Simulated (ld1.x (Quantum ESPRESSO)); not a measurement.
# Reading a pseudo-wave (W (Z = 74))

Columns: radius, all-electron u(r) and pseudo u(r) of the 6p shell (level -2.26 eV) of tungsten in the configuration [Xe] 4f14 5d4 6s1 6p1; LDA (PZ), scalar-relativistic, TM scheme, ld1.x (Quantum ESPRESSO) 7.5.

| r (bohr) | all-electron | pseudo |
| --- | --- | --- |
| 0.204 | -0.0371 | 0.0031 |
| 0.408 | 0.1213 | 0.0123 |
| 0.612 | -0.0507 | 0.0276 |
| 0.816 | -0.1911 | 0.0489 |
| 1.020 | -0.2129 | 0.0763 |
| 1.224 | -0.1528 | 0.1095 |
| 1.428 | -0.0544 | 0.1482 |
| 1.632 | 0.0539 | 0.1918 |
| 1.836 | 0.1568 | 0.2391 |
| 2.040 | 0.2473 | 0.2885 |
| 2.244 | 0.3230 | 0.3379 |
| 2.448 | 0.3839 | 0.3847 |
| 2.652 | 0.4310 | 0.4264 |
| 2.856 | 0.4658 | 0.4608 |
| 3.060 | 0.4899 | 0.4866 |
| 3.264 | 0.5050 | 0.5035 |
| 3.468 | 0.5125 | 0.5120 |
| 3.672 | 0.5136 | 0.5135 |
| 3.876 | 0.5096 | 0.5096 |
| 4.080 | 0.5015 | 0.5015 |
| 4.284 | 0.4901 | 0.4901 |
| 4.488 | 0.4761 | 0.4761 |
| 4.692 | 0.4602 | 0.4602 |
| 4.896 | 0.4428 | 0.4428 |
| 5.100 | 0.4245 | 0.4245 |
| 5.304 | 0.4056 | 0.4056 |

Question: How many radial nodes do the two functions have?

Answer: The all-electron 6p function has n − l − 1 = 4 (the table is too coarse to show those close to the nucleus); the pseudo-wave has 0, since the states of the same l below it are removed with the core.

Question: At about which radius was the pseudo-wave matched?

Answer: 4.08 bohr. The columns agree to 0.0005 from 3.47 bohr on; several derivatives are matched, so the curves merge somewhat inside the radius.

Question: Is the pseudo-wave norm-conserving?

Answer: Yes: the TM scheme keeps the norm inside the radius equal to the all-electron one, which fixes the energy derivative of the logarithmic derivative at the level.
